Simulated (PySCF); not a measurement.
Vertical excitations of a molecule CH6ClFSi2 from TDA-PBE/def2-SVPD (PySCF 2.14.0), as energy in eV (oscillator strength): 7.16 (0.003), 7.25 (0.004), 7.36 (0.043), 7.67 (0.015), 7.69 (0.006), 7.72 (0.005), 7.79 (0.007), 7.81 (0.006), 7.83 (0.017), 7.86 (0.006). Lowest triplet (TDA): 6.92 eV. Geometry: PBE0-D3(BJ)/def2-SVP. One conformer was computed; it need not be the lowest.

Pick the molecule that these values belong to.
A. F[SiH2]C[SiH2]Cl
B. FC[Si@H]([SiH3])Cl
C. F[Si@H](Cl)C[SiH3]
D. C[SiH2][Si@@H](F)Cl

C, F[Si@H](Cl)C[SiH3]
